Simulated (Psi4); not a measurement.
C$_{4}$H$_{9}$ (SMILES C[C+](C)C), charge +1, singlet, geometry from GFN2-xTB. Base run: TPSS/6-31G* (Psi4).

Geometry (Å):
```xyz
13

C     -0.3930     1.3753     0.2251
C      0.0000     0.0000     0.0000
C      1.3598    -0.4178     0.2702
C     -0.9667    -0.9575    -0.4952
H      0.2572     2.0459    -0.3478
H     -0.1825     1.6567     1.2630
H     -1.4339     1.5821    -0.0091
H      1.7974    -0.8630    -0.6304
H      1.3577    -1.2523     0.9804
H      2.0024     0.3777     0.6378
H     -1.3951    -0.5990    -1.4380
H     -0.5685    -1.9598    -0.6288
H     -1.8348    -0.9882     0.1728
```
Charge +1, spin multiplicity 1.
All else is at Psi4's defaults (density fitting, Cartesian functions).

The base run was repeated with changes; each row names its change, and settings that it needs were set with it.

| change | E (Eh) | core-seconds (rough) |
|---|---|---|
| base | -157.57788 | 30 |
| functional = tpssh | -157.56423 | 30 |
| functional = b3lyp | -157.55313 | 10 |
| functional = pw6b95 | -157.74578 | 30 |
| functional = hf (with energy('scf')) | -156.44032 | 4 |
| functional = mn15 | -157.32835 | 30 |
| functional = m06-2x | -157.45042 | 20 |
| functional = m11 | -157.42472 | 30 |
| functional = m06-l | -157.52089 | 20 |
| functional = x3lyp | -157.46341 | 10 |
| functional = hse06 | -157.36070 | 30 |
| functional = scan | -157.46053 | 20 |
| functional = m06 | -157.41512 | 20 |

Totals shift with the method and basis; they matter in differences.
